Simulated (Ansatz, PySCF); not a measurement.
Gas-phase reaction in SMILES: C[Si](C)(P)P + H+ -> C[Si](C)(P)[PH3+]
Structures are relaxed separately at B3LYP-D3(BJ)/def2-TZVP in Ansatz (an electronic-structure program), one conformer each, not searched for the lowest. Frequencies are from Ansatz or PySCF.

Quantity: proton affinity (enthalpy at 298 K, with B3LYP-D3(BJ) rigid-rotor harmonic-oscillator terms), positive where the reaction releases energy, in kcal/mol. Cores are frozen in the correlated levels unless marked. Spin-orbit coupling is left out. Non-relativistic. CBS marks a two-point X^-3 extrapolation of the correlation energy; Hartree-Fock from the larger set. The bracket is a focal-point correction in the basis named.

```csv
level,program,proton affinity (kcal/mol),minus last row
r2SCAN/def2-TZVPD,Ansatz,212.2,1.8
MP2/6-31G*,Ansatz,210.2,-0.2
CCSD/cc-pV(T+d)Z,Ansatz,212.6,2.2
CCSD/cc-pVTZ,Ansatz,212.1,1.7
CCSD/cc-pV(Q+d)Z,Ansatz,212.4,2.0
"RI-MP2/CBS(cc-pV(T+d)Z,cc-pV(Q+d)Z)+[CCSD(T)-MP2]/cc-pV(Q+d)Z",Ansatz,210.4,0.0
"CCSD(T)/CBS(cc-pV(T+d)Z,cc-pV(Q+d)Z)",Ansatz,210.4,0.0
```
